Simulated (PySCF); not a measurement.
Ionisation of 2,3-dihydrothiophene 1,1-dioxide

Parent: 2,3-dihydrothiophene 1,1-dioxide, `O=S1(=O)C=CCC1` (C4H6O2S). Non-hydrogen atoms are numbered in `[O:1]=[S:2]1(=[O:3])[CH:4]=[CH:5][CH2:6][CH2:7]1`. These are map numbers, not IUPAC locants.

Energies: ωB97X-D3(BJ)/ma-def2-TZVP (PySCF, density fitting, integration grid level 2) on PBE0-D3(BJ)/def2-SVP structures. ωB97X-D3(BJ) is ωB97X-V with D3(BJ) in place of VV10. Zero-point and thermal terms (298.15 K, 1 bar) come from unscaled PBE0-D3(BJ)/def2-SVP harmonic frequencies, with soft modes damped to free rotors in the entropy.

Frontier levels of the parent: HOMO -10.53 eV, LUMO 0.86 eV.

Oxidation to the radical cation:
- Vertical ionisation energy (electronic): 10.45 eV
- Adiabatic ionisation energy (with zero-point energy): 10.01 eV
- Adiabatic, electronic part: 10.07 eV
- Vertical gap at the product's structure: 9.25 eV
- Inner reorganisation energy (four-point): 1199 meV
- Relaxation of product / of parent: 382 / 817 meV
- ⟨S²⟩ of the product: 0.771
- Largest spin populations: O3 0.59, C5 0.29, C4 0.12
- Largest changes of atomic charge: O3 0.34, O1 0.15, C5 0.14, C4 0.08
- Distances that move most (Å): S2–O3 1.458 → 1.530; C4–C5 1.331 → 1.365; S2–C7 1.818 → 1.789; O1–S2 1.459 → 1.433
- Potential in water: 7.71 V absolute, 3.20 V against Fc+/Fc computed at 4.52 V (solvation -50 → -270 kJ/mol)

Solvents are IEF-PCM continua (electrostatics only, gas-phase structures); absolute potentials refer to an electron at rest in vacuum. Fc+/Fc in water, 4.52 V, is ωB97X-D3(BJ)/ma-def2-TZVP on PBE0-D3(BJ)/def2-SVP structures with GFN2-xTB thermal terms. Benchmark calculations put it near 5.0 V in acetonitrile and DMSO, so it is about 0.5 V low, and the value against it can read up to that much too high.

Measured values (NIST Chemistry WebBook, evaluated or the median of agreeing entries): vertical ionisation energy 10.28 eV (computed 10.45, difference 0.17); adiabatic ionisation energy 10.00 eV (computed 10.01, difference 0.01).

Caveats: O1 and O3 are equivalent in the parent, but the relaxed radical cation is symmetry-broken, which is often an artefact of the method; its spin populations, distances and adiabatic value belong to that structure.

Structures, frequencies and single points took 16 min of wall time on 1 thread of AMD EPYC 9R14 (shared host), launched as `OMP_NUM_THREADS=1 python redox_run.py task.json out`.

Differences come from unrounded values, so a last digit can differ from that of the printed terms.
